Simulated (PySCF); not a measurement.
## Ionisation energy of Nd³²⁺ by level of theory

Nd³²⁺ [Ar] 3d10 → Nd³³⁺ [Ar] 3d9 [3d3/2^4 3d5/2^5, M_J = 5/2], as a difference of total energies. Calculation: PySCF 2.14, in an uncontracted even-tempered set (16 s from 5.5 bohr⁻², ratio 2.8; 13 p from 7.2 bohr⁻², ratio 2.8; 8 d from 7.2 bohr⁻², ratio 2.8; 3 f from 30 bohr⁻², ratio 3); the two-component X2C-1e Hamiltonian. Correlated levels: [Ne] frozen; the 80 highest virtual spinors dropped. "Screened" scales the spin-orbit matrix elements by Boettger's factors to mimic the two-electron term; Breit and QED terms are absent.

```
                    method  ionisation energy (eV)
           GHF (spin-free)                  2144.3
          GMP2 (spin-free)                  2145.7
 GHF (screened spin-orbit)                  2134.6
GMP2 (screened spin-orbit)                  2135.9
```

Breit and QED terms and the two-electron picture change are absent.

The spin-free rows lack the spin-orbit shift.

For comparison: 2134 ± 4 eV (theoretical estimate listed by NIST; NIST Atomic Spectra Database, ionization energies).
